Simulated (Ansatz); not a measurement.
Si(OtBu)H3 (C₄H₁₂OSi). Total charge 0; singlet. Geometry PBE-D4/def2-SVP.

```xyz
18

C    -0.032   -0.346   -0.299
C     0.512   -1.174    0.873
C    -0.845   -1.229   -1.252
C     1.110    0.352   -1.052
O    -0.966    0.641    0.188
Si   -0.725    1.872    1.300
H     1.176   -1.984    0.510
H     1.101   -0.545    1.572
H    -0.321   -1.634    1.441
H    -1.688   -1.700   -0.708
H    -0.216   -2.027   -1.692
H    -1.267   -0.616   -2.073
H     1.699    1.003   -0.374
H     0.706    0.982   -1.869
H     1.805   -0.390   -1.493
H    -2.039    2.590    1.379
H     0.348    2.845    0.877
H    -0.358    1.359    2.671
```

Another isomer (singlet) lies 1.12 eV lower at PBE0-D4/def2-TZVP; other spin states weren't run for this one.

(1) Estimate the orbital energies around the gap (eV) in Ansatz with LDA (SPW92)/def2-TZVP, PBE-D4/def2-SVP, PBE-D4/def2-TZVP, BLYP-D4/def2-TZVP, r2SCAN-D4/def2-TZVP.

## Answers

(1) 
```csv
orbital,LDA (SPW92)/def2-TZVP,PBE-D4/def2-SVP,PBE-D4/def2-TZVP,BLYP-D4/def2-TZVP,r2SCAN-D4/def2-TZVP
HOMO−5,-8.67,-8.54,-8.62,-8.54,-8.98
HOMO−4,-8.62,-8.50,-8.57,-8.49,-8.93
HOMO−3,-8.30,-8.19,-8.23,-8.14,-8.56
HOMO−2,-8.25,-8.14,-8.19,-8.11,-8.52
HOMO−1,-7.06,-6.79,-6.95,-6.86,-7.26
HOMO,-6.61,-6.32,-6.48,-6.39,-6.80
LUMO,-0.75,-0.03,-0.47,-0.35,-0.03
LUMO+1,0.19,0.95,0.40,0.44,0.93
LUMO+2,0.49,1.26,0.70,0.80,1.28
LUMO+3,0.72,1.41,0.92,1.01,1.41
LUMO+4,0.79,1.49,0.99,1.03,1.61
LUMO+5,1.35,2.08,1.51,1.51,2.24
```
